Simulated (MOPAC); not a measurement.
MOPAC input (AM1):

```
AM1 PRECISE GNORM=0.05 LET XYZ GEO-OK AUX(PRECISION=9) THREADS=1
F2GeO

Ge   -0.08477700 1   -0.07437600 1   -0.00531600 1
O    -1.30740300 1   -1.14700300 1   -0.08197500 1
F    -0.02644000 1    1.54895700 1   -0.55155900 1
F     1.49000600 1   -0.26495100 1    0.64332600 1
```

From the output:

```
                                                       MOPAC v23.2.5 Linux

          FINAL HEAT OF FORMATION =       -109.59341 KCAL/MOL =    -458.53883 KJ/MOL

          COSMO AREA              =         95.58 SQUARE ANGSTROMS
          COSMO VOLUME            =         81.61 CUBIC ANGSTROMS

          GRADIENT NORM           =          0.02213          =       0.01106 PER ATOM
          IONIZATION POTENTIAL    =         11.438721 EV
          HOMO LUMO ENERGIES (EV) =        -11.439 -1.810
          NO. OF FILLED LEVELS    =         12
          MOLECULAR WEIGHT        =        126.5862         POINT GROUP:  C2v

          MOLECULAR DIMENSIONS (Angstroms)

            Atom       Atom       Distance
            F     4    O     2     3.03205
            F     3    O     2     2.48940
           Ge     1    O     2     0.00000

          SCF CALCULATIONS        =         12

   ATOM   CHEMICAL          X               Y               Z
  NUMBER   SYMBOL      (ANGSTROMS)     (ANGSTROMS)     (ANGSTROMS)

     1      Ge         -0.03723576  *  -0.03267024  *  -0.00233389  *
     2       O         -1.32454360  *  -1.16202674  *  -0.08305479  *
     3       F         -0.11079902  *   1.56981177  *  -0.59002971  *
     4       F          1.49716587  *  -0.35354092  *   0.67695848  *

                             CARTESIAN COORDINATES

   1   Ge       -0.037235760    -0.032670238    -0.002333888
   2    O       -1.324543605    -1.162026744    -0.083054789
   3    F       -0.110799022     1.569811766    -0.590029710
   4    F        1.497165875    -0.353540921     0.676958484

           Empirical Formula: O Ge F2  =     4 atoms

      MOLECULAR POINT GROUP   :   C2v

                  EIGENVALUES
 -48.16093 -47.16786 -32.90278 -16.74264 -16.59113 -15.80282 -14.90674 -14.72924
 -14.68557 -13.07413 -11.74948 -11.43872  -1.80965  -1.26365   1.30936   2.34532

              NET ATOMIC CHARGES AND DIPOLE CONTRIBUTIONS

  ATOM NO.   TYPE          CHARGE      No. of ELECS.   s-Pop       p-Pop
    1         Ge           1.614762        2.3852     0.55827     1.82697
    2          O          -0.658629        6.6586     1.95013     4.70850
    3          F          -0.478067        7.4781     1.90122     5.57685
    4          F          -0.478067        7.4781     1.90122     5.57685
 DIPOLE           X         Y         Z       TOTAL
 POINT-CHG.     0.718     0.630     0.045     0.956
 HYBRID         0.851     0.747     0.053     1.134
 SUM            1.569     1.377     0.098     2.090

          ATOMIC ORBITAL ELECTRON POPULATIONS

     Atom    s        px        py        pz
    1 Ge   0.55827   0.62988   0.60541   0.59168
    2  O   1.95013   1.50480   1.59587   1.60782
    3  F   1.90122   1.96767   1.70360   1.90557
    4  F   1.90122   1.72325   1.96010   1.89350

 **********************
 *                    *
 * JOB ENDED NORMALLY *
 *                    *
 **********************

 == MOPAC DONE ==
```

The geometry given is a B3LYP-D3(BJ)/def2-TZVP minimum.
